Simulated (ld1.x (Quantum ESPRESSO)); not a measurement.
Values are calculated unless marked as measured or tabulated.
# Hardness and transferability of assorted potentials

Generated with ld1.x 7.5 (TM, RRKJ, ultrasoft, PAW), atompaw 4.2 or ONCVPSP 4.0.1. The cutoff is in Ry: for ld1.x and atompaw files where the sum of valence levels is converged to 10 mRy in a Bessel basis, for ONCV files where the hardest occupied wave has 1 mHa per electron of residual kinetic energy. The error is the largest all-electron minus pseudo excitation energy over each file’s own four to seven test configurations (ionisations up to +4, promotions, holes and added fractions of an electron), all of which were solved. The labels leave out finer settings (local radius, basis sizes, second energies), which also bear on the numbers. Spin-polarised tests are not counted. The rows are a selection from randomly drawn settings: files with unsolved tests, undetermined cutoffs or missed reference levels are left out.

A true bound ghost makes a file unfit for plane-wave use even where its test errors are small: the radial tests pick states by their node count and pass the ghost by.

| element | potential | cutoff (Ry) | largest error (meV) | bound ghosts |
| --- | --- | --- | --- | --- |
| He | TM semilocal, LDA (PZ), non-relativistic, rc 0.40/0.40 (sp), local p, core correction no, reference 1s1 | 200 | +0.5 | none |
| O | ultrasoft, PBE, non-relativistic, rc 0.65/1.40 (sp), local smoothed, core correction yes, reference 2s1 2p5 | 45 | -199 | s |
| Cr | TM, PBEsol, scalar-relativistic, rc 2.50/1.25/1.80 (spd), local p, core correction yes, reference 3p6 3d6 4s0 4p0 | 70 | -295 | s |
| Se | TM semilocal, LDA (PZ), scalar-relativistic, rc 1.45/1.55/1.40 (spd), local d, core correction no, reference 4s2 4p3.5 | 40 | +65 | none |
| Sb | TM, revPBE, scalar-relativistic, rc 1.55/1.70/1.30 (spd), local s, core correction no, reference 5s2 5p2 | 50 | +90 | p, d |
| Dy | TM, PBE, non-relativistic, rc 1.65/1.80/2.75/1.25 (spdf), local s, core correction no, reference 4f10 5s2 5p6 5d0 6s0 6p0 | 260 | -1200 | p |
| Tl | TM, PBE, scalar-relativistic, rc 1.60/2.75 (sp), local p, core correction no, reference 6s2 6p1 | 35 | +192 | none |

**Question.** Fill in the row for Pt: TM semilocal, LDA (PZ), scalar-relativistic, rc 2.35/1.25/1.30 (spd), local d, core correction yes, reference 5p6 5d9 6s1 6p0.

**Answer.** cutoff 120 Ry, largest error -19 meV, bound ghosts: none.
